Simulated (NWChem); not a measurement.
System: C₄H₅NO; SMILES c1c(N)occ1

```xyz
11

N     -0.0097    -2.0280    -0.0641
C      0.1043    -0.6578    -0.0012
C      1.1716     0.2016     0.0005
C      0.5991     1.5167    -0.0085
C     -0.7488     1.3545    -0.0087
O     -1.0527     0.0233    -0.0058
H      0.8186    -2.5235     0.2403
H     -0.8514    -2.3886     0.3720
H      2.2246    -0.0678     0.0026
H      1.1343     2.4642    -0.0079
H     -1.5940     2.0357    -0.0048
```
Atoms are numbered in this order, from 1.

STO-3G and 3-21G are far too small for this property and stand as cheap habits. The geometry was optimised at PBE0/def2-SVP.

### Question
List the 4 lowest vertical singlet excitations from PBE/3-21G, TDA (NWChem).

### Answer
| state | energy (eV) | oscillator strength | leading excitation (squared amplitude) |
|---|---|---|---|
| S1 | 5.93 | 0.180 | HOMO → LUMO (0.72) |
| S2 | 6.13 | 0.014 | HOMO → LUMO+1 (0.62) |
| S3 | 6.90 | 0.036 | HOMO → LUMO+3 (0.71) |
| S4 | 7.11 | 0.146 | HOMO → LUMO+3 (0.28) |
